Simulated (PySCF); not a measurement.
Two-component Hartree-Fock for Ti³⁺ (titanium, charge +3)

Start: [Ar] 3d1; 3d3/2 filled at m_j = +3/2. Calculated with PySCF 2.14 in x2c-TZVPPall-2c (6s7p4d2f1g, 70 functions): generalised Hartree-Fock with the X2C-1e Hamiltonian and a Gaussian nucleus; one run each with spin-orbit coupling (SO) switched off, then screened by Boettger's factors.

```tsv
spinor shell	electrons	ε, spin-free (eV)	ε, screened SO (eV)	weight of nominal j (screened SO)	rms radius, screened SO (bohr)
1s1/2	2	-5051.5	-5051.5	1.000	0.0804
2s1/2	2	-623.43	-623.41	1.000	0.350
2p1/2	2	-519.12	-523.32	1.000	0.319
3s1/2	2	-111.62	-111.62	1.000	1.06
3p1/2	2	-81.047	-82.403	0.970	1.14
3p3/2	4	-81.047	-80.361	0.985	1.15
3d3/2	1	-43.267	-43.294	0.948	1.38
```

Question: Where does 2p3/2 lie, and what is the 2p spin-orbit splitting (screened SO)?

Answer: At -517.02 eV, 6.294 eV above 2p1/2.

```tsv
quantity	spin-free	screened SO
E (hartree)	-851.07682	-851.08422
M_J	3/2	3/2
⟨J²⟩	4.431	4.014
⟨L²⟩	6.008	6.007
⟨S²⟩	0.752	0.752
```

Each row is a mean over spinors that exchange with the open shell spreads, by up to 4.506 eV (3p1/2).

⟨J²⟩ departs a little from M_J(M_J + 1) because the unrestricted spinors polarise the closed shells.

Without spin-orbit coupling the j labels of p, d and f shells carry no meaning; the spin-free column gives the mean over the occupied spinors of each nl shell, and its ⟨J²⟩ belongs to a mixture of degenerate components.
